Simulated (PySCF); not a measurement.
Geometries of 3 isomers of C2H6BFN2, from PBE0-D3(BJ)/def2-SVP geometry optimisation, gas phase in PySCF 2.14.0. One conformer each, no zero-point energy, no frequencies.

Question: Which is lowest in electronic energy at this level?
A.
```xyz
12
angstrom
C      1.801    1.030   -0.058
N      0.721    0.516   -0.462
C      0.235   -0.685    0.162
B     -1.265   -0.527    0.650
N     -2.015    0.598    0.328
F     -1.812   -1.520    1.370
H      2.169    1.958   -0.519
H      2.420    0.589    0.750
H      0.211   -1.488   -0.600
H      0.882   -1.057    0.986
H     -1.601    1.323   -0.245
H     -2.983    0.729    0.585
```
B.
```xyz
12
angstrom
C     -1.010    0.885   -0.206
N     -0.567   -0.126    0.763
B      0.925   -0.750    0.510
F      1.069   -1.705    1.502
C      1.899    0.503    0.671
N      2.526    1.474    0.768
H     -2.027    1.234    0.018
H     -0.980    0.446   -1.211
H     -0.311    1.730   -0.174
H     -1.203   -0.928    0.776
H     -0.574    0.255    1.713
H      0.914   -1.190   -0.632
```
C.
```xyz
12
angstrom
C      1.844    0.761   -0.430
C      0.732    0.101   -0.754
F      0.638   -0.402   -2.006
B     -0.533   -0.214    0.150
N     -0.663    0.388    1.422
N     -1.472   -1.118   -0.385
H      1.970    1.167    0.575
H      2.654    0.900   -1.150
H     -0.037    1.107    1.751
H     -1.450    0.229    2.034
H     -2.319   -1.414    0.076
H     -1.321   -1.533   -1.294
```

Answer: A. That is `C=NCB(N)F`, 10.0 kcal/mol below the next.

| SMILES | atoms numbered as above | E (Eh) | relative (kcal/mol) | relative (kJ/mol) | dipole (D) |
| --- | --- | --- | --- | --- | --- |
| C=NCB(N)F | [CH2:1]=[N:2][CH2:3][B:4]([NH2:5])[F:6] | -313.53061 | 0.0 | 0.0 | 1.47 |
| C=C(F)B(N)N | [CH2:1]=[C:2]([F:3])[B:4]([NH2:5])[NH2:6] | -313.51464 | 10.0 | 41.9 | 2.47 |
| C[NH2+][B@H-](F)C#N | [CH3:1][NH2+:2][B@H-:3]([F:4])[C:5]#[N:6] | -313.51046 | 12.6 | 52.9 | 7.25 |
